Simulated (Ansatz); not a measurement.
C2H7As, closed shell: a pair in one relaxed arrangement.

in.yaml

```yaml
crystal:
  periodic: [false, false, false]
  atoms:
    - {symbol: C, position_ang: [0.363885, 0.464124, -1.569962]}
    - {symbol: C, position_ang: [-0.493764, -0.539209, -1.470787]}
    - {symbol: H, position_ang: [0.031949, 1.496338, -1.600506]}
    - {symbol: H, position_ang: [1.434019, 0.295425, -1.624194]}
    - {symbol: H, position_ang: [-0.162491, -1.571516, -1.440148]}
    - {symbol: H, position_ang: [-1.563909, -0.371361, -1.416147]}
    - {symbol: As, position_ang: [-0.294413, -0.400464, 2.087461]}
    - {symbol: H, position_ang: [1.179896, -0.347045, 1.721273]}
    - {symbol: H, position_ang: [-0.491253, 1.070705, 1.759717]}
    - {symbol: H, position_ang: [-0.003719, -0.096899, 3.553392]}
basis:
  gaussian: {orbitals: "def2-TZVPPD.json"}
hamiltonian: {xc: r2scan, dispersion: d4}
```

The basis file named in the input lies beside it (Basis Set Exchange, JSON).

Run by:

```bash
ansatz run in.yaml --threads 4 --pin off --events-out ev --progress --plain --max-ram 9574MiB
```

The run's output (Ansatz 0.2.0):

```
Functional definition: r2SCAN
  name "r2SCAN"
  cite "Furness, Kaplan, Ning, Perdew & Sun, J. Phys. Chem. Lett. 11, 8208 (2020) doi:10.1021/acs.jpclett.0c02405"
  cite "Furness, Kaplan, Ning, Perdew & Sun, J. Phys. Chem. Lett. 11, 9248 (2020) doi:10.1021/acs.jpclett.0c03077"
  parent r2scan
  parameter k0 = 0.174
  parameter k1 = 0.065
  parameter a1 = 4.9479
  exchange = r2scan_x(k0 = k0, k1 = k1, a1 = a1)
  correlation = r2scan_c
1168 factors; their error is unknown
mean field evaluation 1: about -63020.5417 eV, gradient 5.4e1 eV
mean field evaluation 2: about -63015.7829 eV, gradient 6.6e1 eV
mean field evaluation 4: about -63027.4214 eV, gradient 2.3e0 eV
mean field evaluation 8: about -63027.4091 eV, gradient 5.9e-1 eV
mean field evaluation 16: about -63027.4095 eV, gradient 2.0e-5 eV
mean field -63027.40952858 eV, -2316.2145786628 hartree, gradient 2.0e-5 eV, S^2 0.000000; 0 other end points of the search recorded, 0 dependent functions left out
reference -63027.40954206 eV, -2316.2145791579 hartree; 26, 26 occupied and 221, 221 virtual orbitals, 1168 factors
Total energy: -63027.44826007 eV, -2316.2160020188 hartree
```

The lines “mean field evaluation” count trial sets of orbitals through the whole run, from several starts and some on an approximate energy, so they need not fall steadily or lie above the final value.

The run took about 1.5 s on 4 CPU threads of an AMD EPYC 9R45 (shared host).
